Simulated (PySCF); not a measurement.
Computed shifts of a molecule C5H7F, B3LYP/pcSseg-1 (PySCF), GIAO, gas phase, atoms alike by connectivity averaged where their shifts nearly agree, in ppm (number of nuclei): ¹³C: 169.6 (1), 139.9 (1), 121.6 (1), 117.3 (1), 22.6 (1). ¹⁹F: -105.8 (1). ¹H: 6.98 (1), 5.39 (1), 5.37 (2), 2.26 (3). References: ¹³C against TMS (σ = 181.3 ppm); ¹⁹F against CFCl3 (σ = 161.7 ppm); ¹H against TMS (σ = 31.68 ppm), references at their B3LYP-D3(BJ)/def2-TZVP geometries, non-relativistic. Geometry optimised at PBE0-D3(BJ)/def2-SVP. The values are those of a single conformer.

Which molecule gave these data?
(A) C=C/C=C(/C)F
(B) C=C/C(F)=C\C
(C) FC1CC=CC1
(D) CC#C[C@@H](C)F

A, C=C/C=C(/C)F
